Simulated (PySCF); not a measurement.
**Frontier levels across methods**

C4H10OSi.
Z-matrix (Å and degrees, PBE0-D3(BJ)/def2-SVP geometry), rows numbered from 1:
```
C 
C   1  1.4917
C   2  1.3338  1  125.24
C   3  1.4945  2  124.64  1  -179.96
O   4  1.4009  3  111.54  2    -0.17
Si  5  1.6634  4  124.12  3   176.77
H   1  1.1003  2  111.94  3    -0.15
H   1  1.1031  2  111.13  3  -121.06
H   1  1.1031  2  111.15  3   120.78
H   2  1.0960  1  117.51  3   179.98
H   3  1.0975  2  120.29  1     0.02
H   4  1.1104  3  109.06  2  -122.60
H   4  1.1107  3  108.99  2   122.39
H   6  1.4975  5  110.82  4   -58.85
H   6  1.4870  5  106.41  4  -178.81
H   6  1.4974  5  111.03  4    61.23
```

Basis pcSseg-1 throughout (PySCF), one geometry. Geometry: PBE0-D3(BJ)/def2-SVP, one conformer, isolated molecule.

Question: How do the orbital energies, the gap and the dipole change with the method?

Answer: 
```
   method                    kind  HOMO (eV)  LUMO (eV)  gap (eV)  μ (D)  SCF cycles
     BLYP                     GGA      -5.65      -0.28      5.38   0.76          14
    B97-D                     GGA      -5.76      -0.25      5.51   0.77          16
     OPBE                     GGA      -5.77      -0.24      5.52   0.77          16
      PBE                     GGA      -5.80      -0.44      5.36   0.76          16
      KT2                     GGA      -5.82      -0.59      5.24   0.72          15
      KT3                     GGA      -5.83      -0.43      5.40   0.73          16
     BP86                     GGA      -5.90      -0.47      5.43   0.77          15
      LDA                     LDA      -5.92      -0.73      5.20   0.79          14
    B97-2           global hybrid      -6.69       0.49      7.18   0.81          13
    B3LYP           global hybrid      -6.72       0.26      6.98   0.81          14
     PBE0           global hybrid      -6.93       0.45      7.39   0.82          13
 mPW1PW91           global hybrid      -6.96       0.49      7.45   0.83          13
BHandHLYP           global hybrid      -7.91       1.38      9.29   0.87          12
CAM-B3LYP  range-separated hybrid      -8.25       1.50      9.75   0.84          12
  wB97X-D  range-separated hybrid      -8.79       2.28     11.07   0.83          12
       HF            Hartree–Fock      -9.35       3.70     13.05   0.92          11
  LC-wPBE  range-separated hybrid      -9.64       2.71     12.36   0.88          12
```

The HOMO spans 3.99 eV, from BLYP down to LC-wPBE, and the gap runs from 5.20 eV (LDA) to 13.05 eV (HF). Over the methods BLYP (0 %), B97-D (0 %), OPBE (0 %), PBE (0 %), KT2 (0 %), KT3 (0 %), BP86 (0 %), LDA (0 %), B97-2 (21 %), B3LYP (20 %), PBE0 (25 %), mPW1PW91 (25 %), BHandHLYP (50 %), HF (100 %), a straight line through the gap against the share of exact exchange rises by 0.77 eV for each 10 % (correlation coefficient 0.999). The dipole ranges from 0.72 D (KT2) to 0.92 D (HF). This basis has no diffuse functions.
